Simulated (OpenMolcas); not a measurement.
Computed levels of 2s² 2p in ions with 5 electrons, in cm-1 above ²P°_1/2.

```json
{"Program": "OpenMolcas", "Method": "SS-RASPT2, IPEA 0.25 Eh, imaginary shift 0.1 Eh", "Basis": "ANO-RCC-VQZP", "Scalar Hamiltonian": "DKH2, point nucleus", "Spin-orbit coupling": "RASSI with atomic mean-field integrals over the reference wave functions, term energies averaged over their components"}
```

Active space for each ion: 1 electron in 9 orbitals (RAS2 2p; RAS3 3s 3d, at most 1 electron); closed shells correlated by CASPT2: 1s 2s.

| Level | B | C+ | O3+ | Ne5+ |
| --- | --- | --- | --- | --- |
| ²P°_3/2 | 14.7 | 63.3 | 388 | 1307 |

Problem. Estimate ²P°_3/2 for F4+ from its neighbours O3+ and Ne5+.

Solution. ²P°_3/2 is fine structure, which grows about as the fourth power of a screened charge, so the fourth roots are averaged: ((388^0.25 + 1307^0.25) / 2)^4 = 746. The calculation gives 751, so the estimate is off by -0.7 %; the measured value is 746 (Moore, Atomic Energy Levels, vol. I, NSRDS-NBS 35 (1971 reprint of NBS Circular 467, 1949)).

With one active electron, CASPT2 adds the correlation within the correlated inactive shells and between them and that electron, and leaves the splitting within a term as the reference gives it. No level of 2s² 3d was computed, though it lies in the active space (holds for B). Computed and measured levels are paired by configuration, term and J; levels that our copy of the source lacks, or whose pairing is in doubt (as where it misses far off the trend of its configuration), stay unpaired and out of the deviations. Only configurations of the active space appear.

° marks odd parity.
